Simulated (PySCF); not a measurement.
PySCF 2.14 output of an unrestricted B97-3 calculation on a single atom or ion in x2c-QZVPPall with one added diffuse shell each of s, p, d, f, g type (14s9p8d4f3g, 136 functions), with scalar relativity by spin-free X2C-1e:

```
SCF conv_tol = 1e-09
number electrons alpha = 19  beta = 19
    T. W. Keal and D. J. Tozer.,  J. Chem. Phys. 123, 121103 (2005)
cycle= 1 E= -2980.79833359446  delta_E= -0.0126  |g|= 0.0216  |ddm|= 0.705
cycle= 2 E= -2980.79871815312  delta_E= -0.000385  |g|= 0.0094  |ddm|= 0.361
cycle= 3 E= -2980.79885760366  delta_E= -0.000139  |g|= 0.00444  |ddm|= 0.106
cycle= 4 E= -2980.79886860926  delta_E= -1.1e-05  |g|= 0.00113  |ddm|= 0.0767
cycle= 5 E= -2980.79887051425  delta_E= -1.9e-06  |g|= 0.000232  |ddm|= 0.0585
cycle= 6 E= -2980.79887108746  delta_E= -5.73e-07  |g|= 2.21e-05  |ddm|= 0.0517
cycle= 7 E= -2980.79887109065  delta_E= -3.2e-09  |g|= 1.13e-06  |ddm|= 0.00421
cycle= 8 E= -2980.79887109066  delta_E= -4.55e-12  |g|= 1.72e-07  |ddm|= 4.66e-05
converged SCF energy = -2980.79887109066  <S^2> = 3.5527137e-15  2S+1 = 1
```

The run itself started from symmetry-adapted Hartree-Fock orbitals and held the occupation by maximum overlap, on a logarithmic radial grid, so the iterations belong to that start.

Which element, charge and spin multiplicity is this?

Rb- (rubidium, charge -1), multiplicity 1; the state was [Kr] 5s2, closed-shell 1S.

At B97-3 the highest occupied level has a positive energy, so only the finite basis holds that electron; in a semilocal or global hybrid functional this comes from self-interaction and does not mean that the real anion is unbound.
